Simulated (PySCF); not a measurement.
# Reading the logs of faulty runs: CGeH7Si

All numbers below are calculated, not measured. The program is PySCF 2.14.0, an open-source quantum chemistry code, run on an isolated molecule that a program drew, which may never have been made. The molecule is CGeH7Si (charge 0, doublet), drawn as the SMILES string `C[SiH2][GeH2]`.

Each row is a Hartree-Fock (HF) and frozen-core CCSD(T) single point in the cc-pV(D+d)Z basis, meant for a local HF minimum. Run 1 is clean. Each other run has one planted mistake out of seven kinds, and not every kind appears here: one electron removed, one electron added, multiplicity raised by two, geometry at a saddle point, minimal basis STO-3G, one bond length entered in bohr, all coordinates scaled. The reference is restricted for singlets and unrestricted otherwise, and also for a bond in bohr. Adding or removing an electron swaps singlet and doublet. Electrons count all cores. HOMO and LUMO are orbital energies over both spins, the gradient is its largest component, and the lowest frequency (negative if imaginary) is given only where the gradient is small. Bond lengths are over the 9 bonds as drawn. T1 is the CCSD diagnostic: over 0.02 (restricted) or 0.045 (unrestricted) a single reference is doubtful. Germanium has the cc-pVDZ-PP basis, with a core potential (ECP10MDF) in place of its 10 inner electrons, and its 3s, 3p and 3d shells are frozen in CCSD(T).

Geometry of the clean run:
```xyz
10
CGeH7Si, angstrom
C    -0.0913    2.0345    1.5175
Si   -0.2023    0.2357    0.9676
Ge    0.6368   -1.2294    2.6775
H    -0.4610    2.6969    0.7301
H    -0.6918    2.2064    2.4144
H     0.9416    2.3130    1.7403
H     0.6175    0.0130   -0.2483
H    -1.6092   -0.1065    0.6381
H    -0.0836   -1.1046    4.0300
H     0.6855   -2.7121    2.2790
```

| run | electrons | basis functions | <S^2> | HOMO (eV) | LUMO (eV) | gradient (hartree/bohr) | lowest frequency (cm^-1) | mean bond (Å) | longest bond (Å) | T1 | HF (hartree) | CCSD(T) (hartree) | mistake |
|---|---|---|---|---|---|---|---|---|---|---|---|---|---|
| 1 | 59 | 95 | 0.757 | -8.37 | 1.03 | 4.1e-05 | 95 | 1.5120 | 2.403 | 0.0111 | -624.23795 | -624.63818 | no fault |
| 2 | 59 | 95 | 1.626 | -7.89 | 0.56 | 7.0e-03 | - | 1.6639 | 2.903 | 0.0390 | -624.14479 | -624.53080 | one bond length entered in bohr |
| 3 | 59 | 95 | 3.765 | -3.51 | -2.03 | 6.6e-02 | - | 1.5120 | 2.403 | 0.0245 | -623.99515 | -624.39130 | multiplicity raised by two |
| 4 | 58 | 95 | 0.000 | -16.60 | -6.66 | 4.8e-02 | - | 1.5120 | 2.403 | 0.0125 | -623.96179 | -624.35254 | one electron removed |
| 5 | 60 | 95 | 0.000 | -0.64 | 8.20 | 4.5e-02 | - | 1.5120 | 2.403 | 0.0113 | -624.22865 | -624.65799 | one electron added |
| 6 | 59 | 95 | 0.757 | -8.39 | 0.98 | 1.5e-02 | - | 1.5453 | 2.456 | 0.0113 | -624.23426 | -624.63691 | ? |

**Which mistake was planted in run 6, and what did it cost?**

The mean and the longest bond both change by the same factor, 1.022, and the gradient is no longer small. So the mistake is: all coordinates scaled. Subtracting run 1 and multiplying by 627.51 kcal/mol a hartree, the energy moved by 2.3 kcal/mol in HF and 0.8 kcal/mol in CCSD(T).

